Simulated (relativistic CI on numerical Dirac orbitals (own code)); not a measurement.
Ag²⁺: what numerical and physical settings do to a radial Dirac CI calculation

Reference input:

```
atom Ag  Z=47  charge=2  electrons=45
nucleus A=107  rms_radius_fm=4.5454
hamiltonian dirac-coulomb  breit=on  qed=on  c_scale=1
orbitals kli  potential=per-configuration
slater_scale 1
correlation none
mixing on
grid step=0.0125 r_max=67.1
scf mixing=0.4 start=green max_iterations=150 tolerance=2e-08 node_fill=0.05
configurations
  [Kr] 4d9
  [Kr] 4d8 5s
  [Kr] 4d8 5p
end
```

Computed lowest total energy -5307.70568 Ha, first excitation 4418.6 cm⁻¹, 35 SCF steps. Runs with settings changed; * marks those that are bad on purpose (the QED terms keep the true α when c is scaled):

| Changed | Outcome | Lowest level | ΔE (Ha) | First excitation (cm⁻¹) | SCF steps | Message |
| --- | --- | --- | --- | --- | --- | --- |
| QED terms off | converged | 4d⁹ ²D5/2 | -2.38 | 4404.5 | 35 |  |
| iteration limit 30 | converged | 4d⁹ ²D5/2 | 0 | 4418.6 | 35 |  |
| start potential thomas-fermi, grid step 0.04, node fill of the KLI weights 0.2 | converged | 4d⁹ ²D5/2 | 0.00575 | 4548.4 | 34 |  |
| SCF mixing 0.7, grid step 0.006, QED terms off | converged | 4d⁹ ²D5/2 | -2.38 | 4404.5 | 33 |  |
| speed of light × 0.05 * | not converged |  |  |  | 1 | SCF of 1s2 2s2 2p6 3s2 3p6 3d10 4s2 4p6 4d9 stopped: an orbital could not be found |
| SCF mixing 0.001 * | converged | 4d⁹ ²D5/2 | -1.58e-09 | 4418.6 | 58 |  |

With so few configurations and no correlation, terms lie too far apart (by 10 to 50 % near neutrality), their order can be wrong, and levels of other configurations are missing.
